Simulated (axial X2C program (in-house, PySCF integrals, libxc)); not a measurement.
Density and ELF of GeC⁺

All values were computed with an in-house relativistic program for diatomic molecules. Two-component (2c) means X2C with spin–orbit coupling and atomic mean-field two-electron Coulomb and Gaunt terms. Basis: Ge dyall-cv3z [9s9p7d4f1g], C dyall-v3z [7s6p2d1f] (cores contracted in-house); Gaussian nuclei, density fitting, unrestricted open shells. Masses: Ge 73.921 u, C 12.000 u.

PBE0, with spin–orbit coupling, state Ω = 3/2 (⟨Sz⟩ = 1.50, ⟨Lz⟩ = 0.00 at PBE0); Ge at z = 0, C at z = 1.914 Å.

The maps cover the half plane through the axis: z from -2.4 to 4.2 Å along the bond, ρ from 0.15 to 2.25 Å away from it.

log10 of the density in e/bohr³:

```
 ρ\z  -2.4  -1.8  -1.2  -0.6   0.0   0.6   1.2   1.8   2.4   3.0   3.6   4.2
0.15  -3.5  -2.5  -1.5  -0.4   1.4  -0.5  -0.8   0.3  -0.7  -1.7  -2.8  -3.9
0.45  -3.5  -2.6  -1.7  -0.8   0.2  -0.8  -1.0  -0.7  -0.9  -1.8  -2.9  -3.9
0.75  -3.7  -2.7  -1.9  -1.2  -0.9  -1.3  -1.3  -1.1  -1.3  -2.1  -3.1  -4.1
1.05  -3.9  -3.0  -2.2  -1.6  -1.5  -1.6  -1.7  -1.5  -1.8  -2.4  -3.3  -4.3
1.35  -4.1  -3.3  -2.5  -2.1  -1.9  -2.1  -2.1  -2.0  -2.3  -2.8  -3.6  -4.5
1.65  -4.4  -3.6  -2.9  -2.5  -2.4  -2.5  -2.5  -2.5  -2.8  -3.3  -4.0  -4.8
1.95  -4.7  -4.0  -3.4  -3.0  -2.9  -3.0  -3.0  -3.1  -3.3  -3.7  -4.3  -5.1
2.25  -5.1  -4.4  -3.9  -3.5  -3.4  -3.4  -3.5  -3.6  -3.8  -4.2  -4.8  -5.5
```

Electron localisation function (collinear form, no current term, damped to 0 at low density):

```
 ρ\z  -2.4  -1.8  -1.2  -0.6   0.0   0.6   1.2   1.8   2.4   3.0   3.6   4.2
0.15  0.15  0.93  0.88  0.27  0.26  0.23  0.84  0.78  0.78  0.89  0.43  0.01
0.45  0.10  0.91  0.90  0.22  0.63  0.16  0.82  0.51  0.90  0.86  0.35  0.01
0.75  0.04  0.86  0.93  0.45  0.18  0.26  0.76  0.85  0.89  0.77  0.21  0.00
1.05  0.01  0.70  0.92  0.74  0.39  0.38  0.64  0.80  0.80  0.59  0.10  0.00
1.35  0.00  0.33  0.84  0.81  0.55  0.35  0.46  0.64  0.59  0.32  0.03  0.00
1.65  0.00  0.05  0.55  0.65  0.43  0.22  0.27  0.39  0.32  0.11  0.00  0.00
1.95  0.00  0.00  0.13  0.29  0.20  0.11  0.12  0.17  0.10  0.02  0.00  0.00
2.25  0.00  0.00  0.01  0.05  0.05  0.04  0.03  0.03  0.01  0.00  0.00  0.00
```

Axial spin density in 10⁻³ e/bohr³:

```
 ρ\z  -2.4  -1.8  -1.2  -0.6   0.0   0.6   1.2    1.8    2.4   3.0  3.6  4.2
0.15   0.1   1.1   6.6  10.1   0.4   5.9  36.7  138.0  139.1  15.7  1.2  0.1
0.45   0.1   0.9   5.1  10.9  -0.7  11.4  33.0   99.7   80.5  11.0  1.0  0.1
0.75   0.1   0.6   3.2   7.9   5.9  12.2  22.4   44.8   32.2   5.8  0.6  0.1
1.05   0.1   0.4   1.7   4.2   5.3   8.1  11.8   16.6   11.1   2.6  0.4  0.0
1.35   0.0   0.2   0.8   1.9   2.8   4.0   5.2    5.9    3.7   1.1  0.2  0.0
1.65   0.0   0.1   0.3   0.8   1.2   1.8   2.1    2.0    1.2   0.4  0.1  0.0
1.95   0.0   0.0   0.1   0.3   0.5   0.7   0.8    0.7    0.4   0.1  0.0  0.0
2.25   0.0   0.0   0.1   0.1   0.2   0.3   0.3    0.2    0.1   0.1  0.0  0.0
```

Occupations by symmetry block were frozen at the best pattern of an incomplete PBE0 search. Density functionals use the spin component along the axis (collinear). With several unpaired electrons one determinant need not be a pure state. This is the top spin component of a Σ state; components of lower Ω are not single determinants and can lie lower.
